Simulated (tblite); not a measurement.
C4H13GeN2P.
SMILES with atom numbers: `[CH3:1][N:2]([CH:3]1[CH2:4][CH2:5]1)[Ge@H:6]([NH2:7])[PH2:8]` (hydrogens: H9, H10, H11 on C1; H12 on C3; H13, H14 on C4; H15, H16 on C5; H17 on Ge6; H18, H19 on N7; H20, H21 on P8)

Computed with GFN2-xTB (tblite), gas phase: L-BFGS steps from a force-field or distance-geometry start until the largest atomic force falls under 0.01 eV/Å.

Step 59: E = -692.8887 eV
```
atom  x, y, z in Å  |  force x, y, z in eV/Å
C1      0.3786   -2.1376    0.0232    0.013   0.017   0.026
N2      0.2772   -0.7030   -0.1964    0.000   0.025   0.020
C3      1.5649   -0.0886   -0.0933    0.012  -0.009  -0.010
C4      1.7933    1.3855   -0.1467   -0.029  -0.002   0.021
C5      2.0248    0.6421    1.1384    0.001   0.007   0.007
Ge6    -1.2942    0.1314    0.3012    0.010  -0.041  -0.039
N7     -2.5779   -1.1035   -0.1318    0.003  -0.028  -0.028
P8     -1.5651    2.0426   -0.9978   -0.001   0.050  -0.043
H9     -0.6169   -2.5736   -0.0058    0.026   0.024  -0.012
H10     0.8406   -2.3782    0.9875   -0.011   0.002  -0.009
H11     0.9887   -2.5812   -0.7706   -0.046  -0.010   0.041
H12     2.3200   -0.6919   -0.5891    0.007  -0.041  -0.037
H13     2.6542    1.7430   -0.6945   -0.043  -0.023   0.017
H14     0.9451    2.0509   -0.2044   -0.017   0.014  -0.001
H15     3.0370    0.5107    1.4895    0.017  -0.011  -0.010
H16     1.3003    0.7786    1.9292   -0.015  -0.001  -0.002
H17    -1.5160    0.2740    1.8280    0.017  -0.005  -0.044
H18    -2.6575   -1.3153   -1.1193    0.045   0.008   0.048
H19    -3.5044   -0.8785    0.2046    0.006  -0.027   0.008
H20    -2.9472    1.9899   -0.8659   -0.001   0.013   0.004
H21    -1.4544    2.9195    0.0682    0.007   0.036   0.042
```

Step 60: E = -692.8896 eV
```
atom  x, y, z in Å  |  force x, y, z in eV/Å
C1      0.3780   -2.1368    0.0249    0.007   0.038   0.025
N2      0.2782   -0.7027   -0.1942   -0.026   0.035   0.015
C3      1.5655   -0.0898   -0.0932    0.008  -0.008  -0.012
C4      1.7902    1.3838   -0.1466   -0.016   0.023   0.039
C5      2.0260    0.6403    1.1380    0.010   0.025   0.017
Ge6    -1.2939    0.1334    0.2994    0.010  -0.050  -0.077
N7     -2.5763   -1.1023   -0.1342   -0.019  -0.024   0.017
P8     -1.5654    2.0464   -0.9980    0.027   0.012  -0.067
H9     -0.6182   -2.5676   -0.0008   -0.008  -0.012  -0.015
H10     0.8425   -2.3784    0.9860    0.002  -0.004   0.042
H11     0.9850   -2.5814   -0.7686   -0.031  -0.027  -0.002
H12     2.3187   -0.6925   -0.5915    0.024  -0.047  -0.042
H13     2.6493    1.7437   -0.6947   -0.024  -0.019   0.007
H14     0.9421    2.0488   -0.2021   -0.033   0.016  -0.003
H15     3.0392    0.5153    1.4884    0.017  -0.024  -0.016
H16     1.3027    0.7742    1.9306   -0.020   0.002  -0.005
H17    -1.5174    0.2748    1.8228    0.013   0.000  -0.013
H18    -2.6542   -1.3199   -1.1195    0.041   0.007   0.018
H19    -3.5047   -0.8825    0.2026    0.039  -0.027  -0.005
H20    -2.9462    1.9928   -0.8652   -0.021   0.018   0.012
H21    -1.4501    2.9172    0.0702    0.000   0.064   0.066
```

**Question.** Estimate the geometry and energy of step 61. (The exact step hangs on the optimiser's Hessian estimate; all steps are aligned on step 60, rigid shifts and turns removed.)

**Answer.** E = -692.8907 eV, largest force 0.100 eV/Å
```
atom  x, y, z in Å  |  force x, y, z in eV/Å
C1      0.3787   -2.1352    0.0292   -0.013   0.005   0.033
N2      0.2783   -0.7020   -0.1916   -0.031   0.017   0.012
C3      1.5656   -0.0905   -0.0945    0.005   0.001  -0.011
C4      1.7856    1.3833   -0.1444   -0.001   0.033   0.044
C5      2.0273    0.6377    1.1378    0.012   0.025   0.017
Ge6    -1.2948    0.1337    0.2965    0.002  -0.029  -0.096
N7     -2.5763   -1.1019   -0.1380   -0.040  -0.023   0.049
P8     -1.5660    2.0487   -1.0013    0.021   0.002  -0.038
H9     -0.6203   -2.5631    0.0162    0.034  -0.014  -0.010
H10     0.8561   -2.3756    0.9854   -0.022   0.002   0.015
H11     0.9755   -2.5827   -0.7713   -0.041  -0.025   0.011
H12     2.3166   -0.6926   -0.5976    0.022  -0.031  -0.033
H13     2.6420    1.7460   -0.6936   -0.002  -0.009  -0.003
H14     0.9369    2.0476   -0.1968   -0.039   0.010  -0.001
H15     3.0422    0.5170    1.4857    0.010  -0.028  -0.021
H16     1.3055    0.7664    1.9328   -0.016   0.002  -0.011
H17    -1.5212    0.2755    1.8176    0.010   0.003   0.005
H18    -2.6468   -1.3273   -1.1216    0.029   0.007   0.001
H19    -3.5077   -0.8835    0.1940    0.077  -0.031  -0.024
H20    -2.9466    1.9989   -0.8595   -0.010   0.022   0.011
H21    -1.4396    2.9164    0.0693   -0.007   0.059   0.050
```

The energy changes by -0.0011 eV. The first-order estimate −F·Δx gives -0.0015 eV and the mean of the old and new forces, exact on a quadratic surface, -0.0010 eV. The step makes an angle of 80° with the force vector and moves no atom by more than 0.018 Å.

What follows is the cost of the whole relaxation. Time: 3.1 s wall. Hardware: one thread, Arm Neoverse N1 (aarch64), no GPU (shared host).
